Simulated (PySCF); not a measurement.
This PySCF input asks for the NMR shieldings of `C#C[C@@H]1C(CF)=C[C@@H]1C`, C$_{8}$H$_{9}$F; the geometry comes from GFN2-xTB.

```python
import basis_set_exchange as bse
import numpy as np
from pyscf import gto, dft
from pyscf.prop import nmr

atoms = """
C     1.720344    1.833297    1.130962
C     0.903365    0.963816    1.028935
C    -0.055462   -0.100160    0.880296
C     0.257995   -1.122097   -0.200020
C     1.407927   -2.052065   -0.330300
F     1.418447   -2.965933    0.706282
C    -0.839792   -0.861285   -0.905642
C    -1.337112    0.211711    0.029800
C    -1.440895    1.609423   -0.552918
H     2.426679    2.601164    1.238477
H    -0.270884   -0.541121    1.857281
H     1.349794   -2.629147   -1.259327
H     2.360889   -1.511468   -0.271099
H    -1.247259   -1.247878   -1.821951
H    -2.261316   -0.049882    0.550442
H    -2.269816    1.658193   -1.256083
H    -0.522917    1.871736   -1.073699
H    -1.608748    2.338013    0.236907
"""
names = dict.fromkeys(["C", "F", "H"], "pcSseg-1")
basis = {el: gto.basis.parse(bse.get_basis(n, elements=[el], fmt="nwchem")) for el, n in names.items()}
mol = gto.M(atom=atoms, basis=basis, charge=0, verbose=0)
mf = dft.RKS(mol, xc="PBE0")
mf.grids.level = 2
mf.grids.alignment = dft.numint.BLKSIZE   # the property module wants whole blocks of grid points
mf.conv_tol = 1e-9
mf.kernel()

calc = nmr.RKS(mf)   # GIAO
C = mf.mo_coeff
Co = C[:, mf.mo_occ > 0]
resp = mf.gen_response(singlet=True, hermi=2)
def vind(x):   # induced exchange potential for any number of trial vectors
    d = np.einsum("pi,xij,qj->xpq", C, 2 * x.reshape(-1, C.shape[1], Co.shape[1]), Co, optimize=True)
    return np.einsum("xpq,pi,qj->xij", resp(d - d.transpose(0, 2, 1)), C, Co, optimize=True).ravel()
mo1, _ = nmr.rhf.solve_mo1(calc, with_cphf=vind)
sigma = calc.kernel(mo1)
for i, s in enumerate(sigma):   # ppm
    w = np.linalg.eigvalsh((s + s.T) / 2)
    print("%2d %-2s iso %8.1f  s11 %8.1f  s22 %8.1f  s33 %8.1f" % (i, mol.atom_pure_symbol(i), w.mean(), *w))
```

Task: Give the expected output.

Result: 
```
 0 C  iso    107.3  s11     32.1  s22     42.4  s33    247.4
 1 C  iso    100.1  s11      2.7  s22      3.5  s33    294.0
 2 C  iso    150.4  s11    132.3  s22    155.5  s33    163.2
 3 C  iso     33.6  s11    -79.1  s22     40.8  s33    139.2
 4 C  iso    107.2  s11     77.7  s22     85.7  s33    158.3
 5 F  iso    418.0  s11    392.3  s22    406.1  s33    455.6
 6 C  iso     35.7  s11    -61.4  s22     26.0  s33    142.5
 7 C  iso    146.3  s11    131.5  s22    148.4  s33    159.0
 8 C  iso    168.0  s11    158.0  s22    164.0  s33    182.1
 9 H  iso     30.0  s11     24.6  s22     25.2  s33     40.3
10 H  iso     27.9  s11     24.2  s22     26.7  s33     32.8
11 H  iso     26.6  s11     22.6  s22     27.1  s33     30.3
12 H  iso     26.4  s11     23.1  s22     26.9  s33     29.3
13 H  iso     25.2  s11     23.7  s22     25.6  s33     26.5
14 H  iso     28.9  s11     24.6  s22     27.9  s33     34.1
15 H  iso     30.4  s11     26.1  s22     27.9  s33     37.3
16 H  iso     30.5  s11     26.4  s22     30.5  s33     34.8
17 H  iso     30.3  s11     26.1  s22     28.1  s33     36.6
```

These numbers come from an equivalent density-fitted implementation of the same equations, which agrees with the script to about 0.01 ppm for H and up to a few tenths of a ppm for heavy atoms, so last digits may differ.

Task: Turn these shieldings into chemical shifts. References, each an isolated molecule treated in the same way: TMS for ¹³C (σref 186.93), ¹H (σref 31.72); ¹⁹F (σref 170.95) vs CFCl3.

Result: Averaging equivalent atoms: C 3: 153.3; C 6: 151.2; C 1: 86.8; C 4: 79.7; C 0: 79.6; C 7: 40.6; C 2: 36.6; C 8: 18.9; F 5: -247.1; H 13: 6.48; H 12: 5.31; H 11: 5.07; H 10: 3.82; H 14: 2.86; H 9: 1.67; H 15/16/17: 1.31 ppm. Unscaled 19F shifts against computed CFCl3 carry errors that often reach 10 to 50 ppm.

Size and cost of the density-fitted run: 198 basis functions, 63 s wall time on 1 thread of an Arm Neoverse N1, shared host; peak memory 0.87 GiB.
